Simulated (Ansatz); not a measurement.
Molecule: SeBr2, charge 1, multiplicity 2. 
Coordinates optimised at B3LYP-D3(BJ)/def2-TZVP (Ansatz, a first-principles code):
```xyz
3

Se     0.0233    -0.0067     0.9143
Br     0.8229    -1.5970    -0.4771
Br    -0.8456     1.6036    -0.4110
```
Charge +1, spin multiplicity 2.

Basis-set convergence of Hartree-Fock and CCSD correlation energies (hartree) with Ansatz. Correlated levels leave the core frozen unless marked. UHF or UKS for open shells. No spin-orbit coupling. Frozen are the shells of the preceding noble gas and the d and f shells that filled before the atom's block. No relativistic terms.

| basis | functions | E(HF) | E(corr, CCSD) |
|---|---|---|---|
| aug-cc-pVDZ | 108 | -7544.28323 | -0.37994 |
| aug-cc-pVTZ | 177 | … | … |

**Question.** Complete the blanks.

**Answer.** 
- aug-cc-pVTZ, E(HF): -7544.51960
- aug-cc-pVTZ, E(corr, CCSD): -0.49588
